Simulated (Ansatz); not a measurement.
Ansatz (a quantum-chemistry and plane-wave program) input (CCSD(T)/aug-cc-pVDZ):

Ansatz 0.2 input:
```yaml
crystal:
  periodic: [false, false, false]
  atoms:
    - {symbol: C, position_ang: [2.30476126, 0.03433154, -0.84965183]}
    - {symbol: C, position_ang: [1.40146586, -0.66552249, -0.17033441]}
    - {symbol: C, position_ang: [0.54277523, -0.12899810, 0.94185083]}
    - {symbol: B, position_ang: [-0.87273518, 0.12812578, 0.27839358]}
    - {symbol: C, position_ang: [-1.82817139, -1.07501314, -0.03853954]}
    - {symbol: C, position_ang: [-1.29206700, 1.60008141, -0.06320442]}
    - {symbol: H, position_ang: [2.52268847, 1.06801022, -0.60554689]}
    - {symbol: H, position_ang: [2.86524620, -0.40556154, -1.66433690]}
    - {symbol: H, position_ang: [1.21638678, -1.69635346, -0.45911151]}
    - {symbol: H, position_ang: [0.47221091, -0.87656307, 1.73897652]}
    - {symbol: H, position_ang: [0.98807789, 0.77965366, 1.35241255]}
    - {symbol: H, position_ang: [-1.41289492, -2.06550665, 0.15491690]}
    - {symbol: H, position_ang: [-2.72781795, -0.96663764, 0.58209907]}
    - {symbol: H, position_ang: [-2.19020790, -1.03991763, -1.07081326]}
    - {symbol: H, position_ang: [-2.17706813, 1.69581946, -0.69445782]}
    - {symbol: H, position_ang: [-0.46748585, 2.15123730, -0.52567908]}
    - {symbol: H, position_ang: [-1.49804315, 2.12591533, 0.87884879]}
basis:
  gaussian:
    orbitals: aug-cc-pVDZ
magnetization: {spin_polarized: false}
correlation: {method: ccsd_t, electrons: outside_noble_gas}
output: {forces: true}
```

Output:

```
Functional definition: HF
integrals: 1.66 GiB planned
2343 factors; integrals over basis functions are off by at most 7.8e-4 eV
1.20 GiB of device memory are held for the factors and their scratch space
mean field: 1.46 GiB planned
mean field evaluation 1: about -5992.0167 eV, gradient 4.8e1 eV
mean field evaluation 2: about -5992.0238 eV, gradient 4.8e1 eV
mean field evaluation 4: about -5998.5061 eV, gradient 4.3e0 eV
mean field evaluation 8: about -5998.5858 eV, gradient 3.9e-4 eV
mean field evaluation 16: about -5998.5772 eV, gradient 2.9e-1 eV
mean field -5998.58580149 eV, -220.4439622173 hartree, gradient 2.1e-6 eV, S^2 0.000000; 0 other end points of the search recorded, 0 dependent functions left out
6 core orbitals not correlated
reference -5998.58580149 eV, -220.4439622173 hartree; 17, 17 occupied and 214, 214 virtual orbitals, 2343 factors
densities: 11.51 GiB planned
second order -22.13460918 eV of doubles, -0.00000000 eV of singles
coupled cluster: 10.50 GiB planned
cycle   1  -23.47051287 eV  change    -1.3e0 eV  update   1.0e-1
cycle   2  -24.09291148 eV  change   -6.2e-1 eV  update   3.1e-2
cycle   3  -24.19329132 eV  change   -1.0e-1 eV  update   1.3e-2
cycle   4  -24.19195019 eV  change    1.3e-3 eV  update   3.8e-3
cycle   5  -24.19170845 eV  change    2.4e-4 eV  update   1.3e-3
cycle   6  -24.19167231 eV  change    3.6e-5 eV  update   4.0e-4
cycle   7  -24.19156668 eV  change    1.1e-4 eV  update   1.3e-4
cycle   8  -24.19159170 eV  change   -2.5e-5 eV  update   5.1e-5
cycle   9  -24.19158851 eV  change    3.2e-6 eV  update   2.4e-5
cycle  10  -24.19157225 eV  change    1.6e-5 eV  update   1.0e-5
cycle  11  -24.19157486 eV  change   -2.6e-6 eV  update   4.5e-6
perturbative correction -0.86893729 eV, -0.0319328563 hartree
the calculation of the forces begins
1.20 GiB of device memory are held for the factors and their scratch space
Total energy: -6023.64631364 eV, -221.3649190521 hartree
Atom 0 at     2.304761     0.034332    -0.849652 Å, force     0.798749     0.653544    -0.609271 eV/Å
Atom 1 at     1.401466    -0.665522    -0.170334 Å, force    -0.772527    -0.674357     0.555136 eV/Å
Atom 2 at     0.542775    -0.128998     0.941851 Å, force    -0.147980     0.079027     0.156130 eV/Å
Atom 3 at    -0.872735     0.128126     0.278394 Å, force     0.073887    -0.008825     0.054487 eV/Å
Atom 4 at    -1.828171    -1.075013    -0.038540 Å, force     0.035265    -0.042339    -0.034977 eV/Å
Atom 5 at    -1.292067     1.600081    -0.063204 Å, force    -0.033947    -0.007899    -0.055232 eV/Å
Atom 6 at     2.522688     1.068010    -0.605547 Å, force     0.107676     0.494103     0.125538 eV/Å
Atom 7 at     2.865246    -0.405562    -1.664337 Å, force     0.260864    -0.211259    -0.387361 eV/Å
Atom 8 at     1.216387    -1.696353    -0.459112 Å, force    -0.079084    -0.502465    -0.145043 eV/Å
Atom 9 at     0.472211    -0.876563     1.738977 Å, force    -0.014207    -0.324298     0.333163 eV/Å
Atom 10 at     0.988078     0.779654     1.352413 Å, force     0.214709     0.416547     0.174273 eV/Å
Atom 11 at    -1.412895    -2.065507     0.154917 Å, force     0.192033    -0.444346     0.093386 eV/Å
Atom 12 at    -2.727818    -0.966638     0.582099 Å, force    -0.377956     0.055263     0.270441 eV/Å
Atom 13 at    -2.190208    -1.039918    -1.070813 Å, force    -0.156371     0.019086    -0.449433 eV/Å
Atom 14 at    -2.177068     1.695819    -0.694458 Å, force    -0.393473     0.045464    -0.284697 eV/Å
Atom 15 at    -0.467486     2.151237    -0.525679 Å, force     0.371642     0.242848    -0.206673 eV/Å
Atom 16 at    -1.498043     2.125915     0.878849 Å, force    -0.079282     0.209907     0.410130 eV/Å
Dipole moment:    -0.071603    -0.004825     0.046860 e Å
```
